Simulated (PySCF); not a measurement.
C₃H₉Sb, triplet, at the geometry of the source list (a higher spin typed on purpose: for a closed-shell molecule this is an excited state) (all electrons, no relativity) (in this run its highest filled SCF level lies above zero, so its values depend strongly on the basis, on diffuse functions most of all); B3LYP-D3BJM/STO-3G (PySCF).

Input for PySCF:
```python
from pyscf import gto, scf, dft

mol = gto.M(
    atom='''
Sb   -0.00200000    0.01770000    1.22880000
C     0.18730000   -1.81640000    0.08130000
H     0.84370000   -2.51580000    0.59200000
H     0.59880000   -1.58780000   -0.89860000
H    -0.79230000   -2.27250000   -0.03440000
C     1.46900000    1.08240000    0.04220000
H     2.46560000    0.71800000    0.26500000
H     1.42780000    2.14210000    0.26600000
H     1.25900000    0.93180000   -1.01090000
C    -1.65400000    0.73500000    0.01980000
H    -2.56070000    0.20220000    0.28500000
H    -1.43260000    0.56960000   -1.02890000
H    -1.80950000    1.79370000    0.19270000
''',
    basis='sto-3g',
    spin=2,
    verbose=4,
)

mf = dft.UKS(mol)
mf.xc = 'b3lyp'
mf.disp = 'd3bjm'
mf.kernel()
mf.analyze()
```

Output, abridged:

```
PySCF version 2.14.0

[INPUT] verbose = 4
[INPUT] num. atoms = 13
[INPUT] num. electrons = 78
[INPUT] charge = 0
[INPUT] spin (= nelec alpha-beta = 2S) = 2
[INPUT] symmetry False subgroup None
[INPUT] Mole.unit = angstrom
[INPUT] Symbol           X                Y                Z      unit          X                Y                Z       unit  Magmom
[...]
nuclear repulsion = 379.941114643672
number of shells = 29
number of NR pGTOs = 153
number of NR cGTOs = 51
basis = sto-3g
ecp = {}

******** <class 'pyscf.dft.uks.UKS'> ********
method = UKS
initial guess = minao
damping factor = 0
level_shift factor = 0
DIIS = <class 'pyscf.scf.diis.CDIIS'>
diis_start_cycle = 1
diis_space = 8
diis_damp = 0
SCF conv_tol = 1e-09
SCF conv_tol_grad = None
SCF max_cycles = 50
direct_scf = True
direct_scf_tol = 1e-13
number electrons alpha = 40  beta = 38
XC library pyscf.dft.libxc version 7.1.2
    S. Lehtola, C. Steigemann, M. J. T. Oliveira, and M. A. L. Marques,  SoftwareX 7, 1–5 (2018)
XC functionals = b3lyp
    P. J. Stephens, F. J. Devlin, C. F. Chabalowski, and M. J. Frisch,  J. Phys. Chem. 98, 11623 (1994)
radial grids:
    Treutler-Ahlrichs [JCP 102, 346 (1995); DOI:10.1063/1.469408] (M4) radial grids

becke partition: Becke, JCP 88, 2547 (1988); DOI:10.1063/1.454033
pruning grids: <function nwchem_prune>
grids dens level: 3
symmetrized grids: False
atomic radii adjust function: <function treutler_atomic_radii_adjust>
small_rho_cutoff = 0
Set gradient conv threshold to 3.16228e-05
tot grids = 152584
Calc dispersion correction with DFTD3.
Parameters: xc=b3lyp, version=d3bjm, atm=False
init E= -6353.67325392456

cycle= 1 E= -6371.44131459254  delta_E= -17.8  |g|= 0.372  |ddm|= 3.29

cycle= 2 E= -6371.53868431891  delta_E= -0.0974  |g|= 0.201  |ddm|= 1.11

cycle= 3 E= -6371.56682664769  delta_E= -0.0281  |g|= 0.0773  |ddm|= 0.574

cycle= 4 E= -6371.57115185871  delta_E= -0.00433  |g|= 0.0159  |ddm|= 0.214

cycle= 5 E= -6371.57134133574  delta_E= -0.000189  |g|= 0.00814  |ddm|= 0.0748

cycle= 6 E= -6371.57140554737  delta_E= -6.42e-05  |g|= 0.00177  |ddm|= 0.0193

cycle= 7 E= -6371.57142370662  delta_E= -1.82e-05  |g|= 0.00163  |ddm|= 0.0273

cycle= 8 E= -6371.57143346957  delta_E= -9.76e-06  |g|= 0.000887  |ddm|= 0.0192

cycle= 9 E= -6371.57144073234  delta_E= -7.26e-06  |g|= 0.000836  |ddm|= 0.0241

cycle= 10 E= -6371.57144901027  delta_E= -8.28e-06  |g|= 0.000746  |ddm|= 0.0335

cycle= 11 E= -6371.57146493035  delta_E= -1.59e-05  |g|= 0.000459  |ddm|= 0.0912

cycle= 12 E= -6371.57147050862  delta_E= -5.58e-06  |g|= 0.000179  |ddm|= 0.0707

cycle= 13 E= -6371.57147099932  delta_E= -4.91e-07  |g|= 0.000113  |ddm|= 0.0223

cycle= 14 E= -6371.57147102453  delta_E= -2.52e-08  |g|= 2.53e-05  |ddm|= 0.00315

cycle= 15 E= -6371.57147102878  delta_E= -4.25e-09  |g|= 4.74e-06  |ddm|= 0.00307

cycle= 16 E= -6371.57147102904  delta_E= -2.66e-10  |g|= 3.79e-06  |ddm|= 0.000959

Extra cycle  E= -6371.57147102901  delta_E= 3.64e-11  |g|= 5.45e-06  |ddm|= 2.86e-05
converged SCF energy = -6371.57147102901  <S^2> = 2.0025567  2S+1 = 3.001704
**** SCF Summaries ****
Total Energy =                       -6371.571471029007625
Nuclear Repulsion Energy =             379.941114643671995
One-electron Energy =                -9550.102653643094527
Two-electron Energy =                 2798.616237544174055
Two-electron Coulomb Energy =         2984.860189998675196
DFT Exchange-Correlation Energy =     -186.243952454501198
Empirical Dispersion Energy =           -0.026169573760357
**** MO energy ****
                             alpha | beta                alpha | beta
[...]
To work with the spin densities directly, `use mulliken_meta_spin()` only printing them here.

 ** Mulliken spin pop alpha/beta on meta-lowdin orthogonal AOs **
 ** Mulliken Spin Density (per AO)  **
spin_pop of  0 Sb 1s        0.00000
spin_pop of  0 Sb 2s        0.00000
spin_pop of  0 Sb 3s        0.00003
spin_pop of  0 Sb 4s        0.00024
spin_pop of  0 Sb 5s        0.16747
spin_pop of  0 Sb 2px       0.00000
spin_pop of  0 Sb 2py       0.00000
spin_pop of  0 Sb 2pz       0.00000
spin_pop of  0 Sb 3px       0.00002
spin_pop of  0 Sb 3py       0.00000
spin_pop of  0 Sb 3pz       0.00001
spin_pop of  0 Sb 4px       0.00028
spin_pop of  0 Sb 4py       0.00003
spin_pop of  0 Sb 4pz       0.00059
spin_pop of  0 Sb 5px       0.49188
spin_pop of  0 Sb 5py       0.06664
spin_pop of  0 Sb 5pz       0.60961
spin_pop of  0 Sb 3dxy      0.00000
spin_pop of  0 Sb 3dyz      0.00000
spin_pop of  0 Sb 3dz^2     0.00000
spin_pop of  0 Sb 3dxz      0.00000
spin_pop of  0 Sb 3dx2-y2    0.00000
spin_pop of  0 Sb 4dxy      0.00083
spin_pop of  0 Sb 4dyz      0.00002
spin_pop of  0 Sb 4dz^2     0.00006
spin_pop of  0 Sb 4dxz      0.00218
spin_pop of  0 Sb 4dx2-y2    0.00049
spin_pop of  1 C 1s        0.00000
spin_pop of  1 C 2s        0.01435
spin_pop of  1 C 2px       0.00024
spin_pop of  1 C 2py       0.02875
spin_pop of  1 C 2pz       0.02744
spin_pop of  2 H 1s        0.00111
spin_pop of  3 H 1s        0.00774
spin_pop of  4 H 1s        0.00812
spin_pop of  5 C 1s        0.00001
spin_pop of  5 C 2s        0.02753
spin_pop of  5 C 2px       0.03888
spin_pop of  5 C 2py       0.02340
spin_pop of  5 C 2pz       0.03959
spin_pop of  6 H 1s       -0.00129
spin_pop of  7 H 1s        0.00025
spin_pop of  8 H 1s        0.01151
spin_pop of  9 C 1s        0.00002
spin_pop of  9 C 2s        0.09115
spin_pop of  9 C 2px       0.18583
spin_pop of  9 C 2py       0.04716
spin_pop of  9 C 2pz       0.12505
spin_pop of  10 H 1s       -0.01480
spin_pop of  11 H 1s        0.01190
spin_pop of  12 H 1s       -0.01430
 ** Mulliken Spin Density (per atom)  **
spin density of  0 Sb =      1.34037
spin density of  1 C =      0.07079
spin density of  2 H =      0.00111
spin density of  3 H =      0.00774
spin density of  4 H =      0.00812
spin density of  5 C =      0.12940
spin density of  6 H =     -0.00129
spin density of  7 H =      0.00025
spin density of  8 H =      0.01151
spin density of  9 C =      0.44921
spin density of  10 H =     -0.01480
spin density of  11 H =      0.01190
spin density of  12 H =     -0.01430
 ** Mulliken pop alpha/beta on meta-lowdin orthogonal AOs **
 ** Mulliken pop       alpha | beta **
In total            40.00000 | 38.00000
 ** Mulliken atomic charges   ( Nelec_alpha | Nelec_beta ) **
charge of  0Sb =      0.52794  (    25.90621     24.56585 )
charge of  1C =     -0.26636  (     3.16857      3.09779 )
charge of  2H =      0.04059  (     0.48026      0.47915 )
charge of  3H =      0.04889  (     0.47943      0.47169 )
charge of  4H =      0.03853  (     0.48480      0.47667 )
charge of  5C =     -0.27832  (     3.20386      3.07446 )
charge of  6H =      0.03811  (     0.48030      0.48159 )
charge of  7H =      0.03546  (     0.48239      0.48214 )
charge of  8H =      0.04497  (     0.48327      0.47176 )
charge of  9C =     -0.31163  (     3.38042      2.93121 )
charge of  10H =      0.02600  (     0.47960      0.49440 )
charge of  11H =      0.02977  (     0.49107      0.47917 )
charge of  12H =      0.02604  (     0.47983      0.49413 )
Dipole moment(X, Y, Z, Debye):  0.48776, -0.31252,  1.37522
```
